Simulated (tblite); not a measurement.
A geometry optimisation, step by step.

C₅H₉NOSi.
Numbering: `[CH2:1]=[CH:2][C@H:3]([CH3:4])[O:5][SiH2:6][C:7]#[N:8]` (hydrogens: H9, H10 on C1; H11 on C2; H12 on C3; H13, H14, H15 on C4; H16, H17 on Si6)

Computed with GFN2-xTB (tblite), gas phase: L-BFGS steps from a force-field or distance-geometry start until the largest atomic force falls under 0.01 eV/Å. 4 of its 170 geometries are shown.

Step 0: E = -652.3053 eV, largest atomic force 2.565 eV/Å
```
atom  x, y, z in Å  |  force x, y, z in eV/Å
C1     -1.055    2.012    0.311   -0.269  -0.580   0.372
C2     -1.149    0.696    0.497    0.016   0.709   0.154
C3     -0.452   -0.344   -0.345   -1.037  -0.116   0.223
C4     -1.493   -1.282   -0.963   -0.186  -0.682   0.444
O5      0.392   -1.112    0.504    1.538   0.720  -0.316
Si6     2.037   -0.850    0.450   -0.389  -1.084   0.247
C7      2.575    0.939    0.724    0.499   2.053   0.254
N8      2.911    2.045    0.879   -0.732  -2.434  -0.342
H9     -1.571    2.701    0.978    0.207  -0.208  -0.307
H10    -0.485    2.445   -0.492    0.030  -0.004  -0.006
H11    -1.736    0.318    1.342    0.312  -0.005  -0.425
H12     0.085    0.129   -1.173    0.230   0.085   0.151
H13    -0.998   -2.055   -1.547    0.082   0.067  -0.094
H14    -2.198   -0.756   -1.597    0.068   0.162   0.015
H15    -2.056   -1.812   -0.175    0.237   0.364  -0.235
H16     2.667   -1.745    1.470   -0.542   0.558  -0.269
H17     2.518   -1.315   -0.873   -0.062   0.393   0.132
```

Step 56: E = -652.5676 eV, largest atomic force 0.031 eV/Å
```
atom  x, y, z in Å  |  force x, y, z in eV/Å
C1     -1.057    2.006    0.322    0.000   0.005  -0.007
C2     -1.148    0.702    0.490   -0.004  -0.005   0.002
C3     -0.500   -0.310   -0.410    0.000  -0.004   0.004
C4     -1.517   -1.323   -0.931    0.008  -0.002   0.001
O5      0.479   -1.006    0.338    0.001  -0.015   0.004
Si6     2.081   -0.883    0.412   -0.007   0.029   0.008
C7      2.622    0.886    0.736   -0.008  -0.006   0.000
N8      2.938    1.973    0.914   -0.006  -0.012   0.001
H9     -1.522    2.701    1.000    0.005  -0.002  -0.002
H10    -0.515    2.434   -0.505    0.000   0.012  -0.003
H11    -1.677    0.277    1.332   -0.001   0.008   0.007
H12    -0.023    0.202   -1.255   -0.003   0.001  -0.003
H13    -1.016   -2.059   -1.556   -0.010  -0.002  -0.007
H14    -2.279   -0.815   -1.515    0.006  -0.004   0.008
H15    -1.987   -1.838   -0.096    0.008   0.006  -0.004
H16     2.377   -1.709    1.567    0.002  -0.008   0.002
H17     2.740   -1.224   -0.852    0.009   0.000  -0.012
```

Step 113: E = -652.5865 eV, largest atomic force 0.081 eV/Å
```
atom  x, y, z in Å  |  force x, y, z in eV/Å
C1     -0.862    1.986    0.073    0.015  -0.023   0.014
C2     -0.867    0.707    0.392   -0.044   0.018  -0.015
C3     -0.481   -0.405   -0.539   -0.019  -0.006  -0.007
C4     -1.664   -1.339   -0.784   -0.010  -0.007  -0.014
O5      0.566   -1.157    0.036    0.012  -0.003  -0.008
Si6     2.107   -0.796    0.332   -0.003   0.026   0.027
C7      2.283    0.860    1.199    0.002   0.051   0.027
N8      2.387    1.885    1.702   -0.002  -0.080  -0.013
H9     -1.139    2.746    0.783    0.002   0.009  -0.017
H10    -0.576    2.326   -0.909   -0.008  -0.001   0.011
H11    -1.144    0.374    1.383    0.007   0.023   0.017
H12    -0.140    0.015   -1.495    0.011  -0.009  -0.004
H13    -1.373   -2.148   -1.450    0.025   0.002   0.018
H14    -2.478   -0.781   -1.240   -0.018  -0.003   0.011
H15    -2.004   -1.766    0.157    0.023   0.016  -0.019
H16     2.472   -1.875    1.234    0.014   0.003  -0.011
H17     2.907   -0.623   -0.883   -0.006  -0.018  -0.016
```

Step 169: E = -652.6019 eV, largest atomic force 0.009 eV/Å
```
atom  x, y, z in Å  |  force x, y, z in eV/Å
C1     -0.778    2.026   -0.223    0.001  -0.001   0.001
C2     -0.764    0.790    0.233    0.000  -0.002   0.000
C3     -0.502   -0.420   -0.614    0.000   0.000  -0.001
C4     -1.697   -1.371   -0.595    0.001   0.000   0.001
O5      0.622   -1.128   -0.135    0.000   0.000   0.001
Si6     2.114   -0.665    0.248   -0.001   0.003  -0.001
C7      2.124    0.574    1.657    0.000   0.004   0.000
N8      2.129    1.329    2.519   -0.003  -0.007  -0.004
H9     -0.959    2.868    0.423   -0.002   0.001   0.000
H10    -0.615    2.249   -1.266    0.000   0.001  -0.001
H11    -0.919    0.578    1.282    0.001  -0.001  -0.001
H12    -0.294   -0.108   -1.647   -0.001  -0.001   0.000
H13    -1.479   -2.251   -1.195   -0.001   0.001   0.000
H14    -2.574   -0.870   -0.996    0.001   0.002   0.002
H15    -1.899   -1.686    0.426    0.000   0.002   0.001
H16     2.669   -1.926    0.709    0.001  -0.001   0.003
H17     2.816    0.025   -0.837    0.003   0.000  -0.001
```

Task: Summarise the path.

Result: The energy falls by 28.61 kJ/mol from step 0 to step 169; nine tenths of that is first reached at step 97. It rises by more than 0.2 meV at steps 1, 105 and 145. The largest force goes from 2.565 to 0.009 eV/Å. Among the bonds O5–Si6 changes most, from 1.667 to 1.609 Å; the atoms move by 0.866 Å rms after alignment.

What follows is the cost of the whole relaxation. The run took 1.9 s on Arm Neoverse N1, one thread, shared host with 64 logical CPUs at a one-minute load of 58.
